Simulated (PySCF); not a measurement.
# TDDFT excited states: C4H6OSSi

Compound: C4H6OSSi.
SMILES: `O[SiH2]c1cccs1`

Computed, not measured: TDDFT B3LYP/def2-SVPD, vertical, gas phase, core orbitals frozen in the response in PySCF 2.14.0, density-fitted response routines. The structure is a single GFN2-xTB conformer in the gas phase; no vibrational or solvent corrections. Torsions of this conformer, `[OH:1][SiH2:2][c:3]1[cH:4][cH:5][cH:6][s:7]1`: O1–Si2–C3–C4 165°, H–O1–Si2–C3 45°.

```tsv
state	E (eV)	E (kJ/mol)	λ (nm)	f	|μ| (D)	main configurations (H = HOMO, L = LUMO)
S1	5.49	530	225.8	0.136	2.55	H→L (84%), H→L+1 (10%)
S2	5.59	539	221.9	0.024	1.07	H→L+1 (71%), H-1→L (20%)
S3	5.69	549	217.8	0.070	1.80	H-1→L (63%), H→L+1 (17%)
S4	5.98	577	207.5	0.0062	0.52	H→L+2 (50%), H-1→L+1 (41%)
S5	6.01	580	206.2	0.0019	0.29	H-1→L+1 (48%), H→L+2 (42%)
S6	6.31	609	196.5	0.0036	0.39	H-1→L+2 (82%), H-1→L+1 (8%)
S7	6.39	617	194.0	0.0015	0.25	H→L+3 (90%)
S8	6.67	644	185.8	0.0027	0.33	H-2→L (87%), H-3→L (10%)
```

Triplets (Tamm–Dancoff): T1 3.73 eV, H→L (96%); T2 4.47 eV, H-1→L (97%); T3 5.49 eV, H→L+1 (90%).

The lowest singlet comes at 226 nm (530 kJ/mol) in the ultraviolet; it is of moderate strength; its leading configuration is HOMO→LUMO (84%). The lowest level is also the most intense of those listed (f = 0.136). Löwdin shares by element: HOMO carbon 82% (atoms not listed hold the other 18%); LUMO carbon 55% or more, sulfur 21% (atoms not listed hold the other 24%). The oscillator strengths of these states sum to 0.246; summed over the whole spectrum of an exact calculation they would give the number of electrons, 68 (Thomas–Reiche–Kuhn). Of the 8 states listed, 3 reach f = 0.01 and none stays under 0.0005. Weighted by f, the mean energy of these states is 5.60 eV. Singlets were solved by full linear response, triplets in the Tamm–Dancoff approximation.
